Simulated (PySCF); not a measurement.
First SCF of a structure search on singlet Ga₂O, at a hand-made bent geometry. PySCF input:

```python
from pyscf import gto, scf, dft
mol = gto.M(atom='''
O      0.000000     0.000000     0.000000
Ga     1.531800     0.000000     1.072600
Ga    -1.531800     0.000000     1.072600''',
    basis={'O': 'def2-TZVP', 'Ga': 'def2-TZVP'},
    charge=0, spin=0)
mf = dft.RKS(mol, xc='PBE')
mf.grids.atom_grid = (50, 194)
aux = {'O': 'def2-universal-JKFIT', 'Ga': 'def2-universal-JKFIT'}
mf = mf.density_fit(auxbasis=aux)
mf.conv_tol = 1e-08
mf.diis_space = 10
mf.max_cycle = 60
mf.init_guess = 'minao'
mf.verbose = 4
mf.kernel()
```

Excerpt of the output (cycles and frontier levels):

```
init E= -3923.355424121
  HOMO = -0.233384620001453  LUMO = -0.100865586963434  gap/eV = 3.60603
cycle= 1 E= -3923.97103876684  delta_E= -0.616  |g|= 1.73  |ddm|=  1.5
  HOMO = -0.0852880317352382  LUMO = -0.0770491795881971  gap/eV = 0.22419
cycle= 2 E= -3917.77635908835  delta_E= 6.19  |g|= 4.09  |ddm|=  3.1
  HOMO = -0.250772580193429  LUMO = -0.118436632187026  gap/eV = 3.60104
cycle= 3 E= -3923.83471970853  delta_E= -6.06  |g|= 1.58  |ddm|= 3.04
  HOMO = -0.225793513549036  LUMO = -0.101568234313676  gap/eV = 3.38034
cycle= 4 E= -3924.26175188856  delta_E= -0.427  |g|= 0.667  |ddm|= 0.617
  HOMO = -0.21135049167484  LUMO = -0.0937653828079306  gap/eV = 3.19965
cycle= 5 E= -3924.37217976768  delta_E= -0.11  |g|= 0.223  |ddm|= 0.484
  HOMO = -0.206712326185206  LUMO = -0.0925639679956226  gap/eV = 3.10614
cycle= 6 E= -3924.37386297294  delta_E= -0.00168  |g|= 0.165  |ddm|= 0.134
  HOMO = -0.208398076615108  LUMO = -0.0946822037897083  gap/eV = 3.09437
cycle= 7 E= -3924.37780826687  delta_E= -0.00395  |g|= 0.111  |ddm|= 0.113
  HOMO = -0.206033385711374  LUMO = -0.0923111576746007  gap/eV = 3.09454
cycle= 8 E= -3924.3803030254  delta_E= -0.00249  |g|= 0.0436  |ddm|= 0.0692
  HOMO = -0.204570230223587  LUMO = -0.0921554226480595  gap/eV = 3.05896
cycle= 9 E= -3924.38070566822  delta_E= -0.000403  |g|= 0.00456  |ddm|= 0.0249
  HOMO = -0.204577504713127  LUMO = -0.0921248354746275  gap/eV = 3.05999
cycle= 10 E= -3924.3807101318  delta_E= -4.46e-06  |g|= 0.000581  |ddm|= 0.0038
  HOMO = -0.204630799286738  LUMO = -0.0921517227651911  gap/eV = 3.06071
cycle= 11 E= -3924.38071020688  delta_E= -7.51e-08  |g|= 4.42e-05  |ddm|= 0.00068
  HOMO = -0.204631611422952  LUMO = -0.0921528380166366  gap/eV = 3.06070
cycle= 12 E= -3924.38071020725  delta_E= -3.67e-10  |g|= 6.75e-06  |ddm|= 2.93e-05
  HOMO = -0.204631474400092  LUMO = -0.0921524417872887  gap/eV = 3.06071
Extra cycle  E= -3924.38071020714  delta_E= 1.06e-10  |g|= 2.32e-05  |ddm|= 1.63e-05
converged SCF energy = -3924.38071020714
```

No lower solution of this spin was found by a stability analysis within the restricted form, which does not test spin polarisation.

The search for the lowest solution, with the stability check, took 6.9 s on 4 threads of a shared Arm Neoverse V2 host, with 127 basis functions; the process peaked at 0.31 GiB. Launch command: `OMP_NUM_THREADS=4 python axn.py task.json out`.
